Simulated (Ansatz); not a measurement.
AlPH3F3⁺, that is Al(PH3)F3 with one electron fewer. Charge 1, multiplicity 2. Geometry r2SCAN-D4/def2-SVP, that of the neutral singlet; atoms count from 1.

Cartesian coordinates in Å:
```
Al -0.0318 -0.1901 -1.3877
P 0.0246 0.1507 1.0863
H 0.8916 1.1432 1.6039
H 0.4058 -0.9456 1.8971
H -1.1776 0.5212 1.7359
F 1.5744 -0.5492 -1.6354
F -0.5656 1.3166 -1.8515
F -1.1214 -1.4469 -1.4486
```

(1) Estimate the Mulliken populations from the PBE0/def2-TZVP orbitals of Ansatz.

(2) Where does the spin sit?

(3) And the Mayer bond orders between bonded heavy atoms (over 0.3)?

Results:

(1) 
```json
{"atom": "Al1", "charge (e)": "0.80", "spin (α − β)": "-0.03"}
{"atom": "P2", "charge (e)": "0.13", "spin (α − β)": "0.50"}
{"atom": "H3", "charge (e)": "0.24", "spin (α − β)": "0.02"}
{"atom": "H4", "charge (e)": "0.24", "spin (α − β)": "0.02"}
{"atom": "H5", "charge (e)": "0.24", "spin (α − β)": "0.02"}
{"atom": "F6", "charge (e)": "-0.21", "spin (α − β)": "0.16"}
{"atom": "F7", "charge (e)": "-0.21", "spin (α − β)": "0.16"}
{"atom": "F8", "charge (e)": "-0.21", "spin (α − β)": "0.16"}
```
Mulliken values and Mayer orders depend strongly on the basis.

(2) Summed by element: Al -0.03, P 0.50, H 0.06, F 0.47, of 1 unpaired in all. Largest on single atoms: P2 0.50, F8 0.16, F6 0.16.

(3) Al1–P2 0.39 (2.50 Å); Al1–F6 1.08 (1.66 Å); Al1–F7 1.09 (1.66 Å); Al1–F8 1.08 (1.66 Å).
